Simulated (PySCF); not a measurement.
ClGeH5SSi, SMILES Cl[SiH2][S][GeH3]. Atoms are numbered in the order given.

```xyz
9

Si     1.6653     0.4620    -0.1979
Cl     1.5368     0.1796     1.8685
S      0.2560    -0.7525    -1.2570
Ge    -1.6224     0.0025    -0.2389
H      3.0242     0.0398    -0.6653
H      1.4308     1.9246    -0.4343
H     -2.7569    -0.2397    -1.2622
H     -1.4498     1.5131     0.0614
H     -1.8687    -0.7963     1.0622
```
Charge 0, spin multiplicity 1.

The structure is a stationary point at PBE-D3(BJ)/def2-SVP. This is a generated structure with no PubChem entry under its InChIKey; it may be hypothetical. Other conformers were not sampled.

All values below come from PySCF with PBE-D3(BJ)/def2-SVP.

Frequencies are harmonic and unscaled.

List the normal modes with their intensities. (Estimate from the structure and the level; the computed values follow.)


```csv
mode,ν (cm⁻¹),IR (km/mol),moving atoms (share of kinetic energy)
1,48,1.4,"Cl 49 %, Ge 26 %, S 11 %"
2,90,0.2,H 95 %
3,107,0.7,"Si 32 %, H 20 %, Ge 19 %, S 17 %, Cl 12 %"
4,190,2.4,"S 34 %, Cl 29 %, Si 27 %"
5,370,25.9,"S 64 %, Ge 29 %"
6,480,38.3,"Si 41 %, S 31 %, Cl 16 %, H 11 %"
7,526,12.4,"H 67 %, Si 19 %, Cl 11 %"
8,541,82.5,"H 47 %, Si 30 %, Cl 14 %"
9,550,19.4,"H 78 %, Si 11 %"
10,580,28.3,"H 71 %, Si 13 %, S 12 %"
11,686,6.8,H 96 %
12,788,242.9,H 97 %
13,832,33.7,H 96 %
14,843,132.8,H 94 %
15,847,61.7,H 98 %
16,900,95.7,H 96 %
17,2082,47.2,H 99 %
18,2105,81.7,H 99 %
19,2112,86.9,H 98 %
20,2175,78.0,H 97 %
21,2198,88.5,H 96 %
```
